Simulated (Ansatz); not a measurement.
B3LYP has the VWN-RPA correlation part, as in Gaussian. 

## gallium nitride flake of 1 rings (benzene shape) `[NH]1[GaH][NH][GaH][NH][GaH]1` (charge 0, multiplicity 1)

Level of theory: B3LYP-D3(BJ)/def2-SVP // PBE-D3(BJ)/def2-SVP run with Ansatz (an electronic-structure program).

```json
{
  "HOMO": "-6.64 eV",
  "dipole_moment": "0.00 D",
  "LUMO": "-0.41 eV",
  "HOMO–LUMO gap": "6.23 eV",
  "vertical ionisation energy (Delta-SCF)": "8.55 eV",
  "total_energy": "-5941.8484 Ha",
  "cost": "roughly 4 core-minutes"
}
```

```xyz
12

N     -1.5437    -0.8923    -0.0014
Ga    -1.6516     0.9525    -0.0010
N     -0.0009     1.7831     0.0011
Ga     1.6507     0.9541     0.0012
N      1.5446    -0.8908     0.0004
Ga     0.0009    -1.9066    -0.0003
H     -2.4311    -1.4049    -0.0032
H     -3.0105     1.7359    -0.0032
H     -0.0012     2.8079     0.0023
H      3.0087     1.7391     0.0037
H      2.4323    -1.4028     0.0013
H      0.0019    -3.4752    -0.0009
```
Charge 0, spin multiplicity 1.
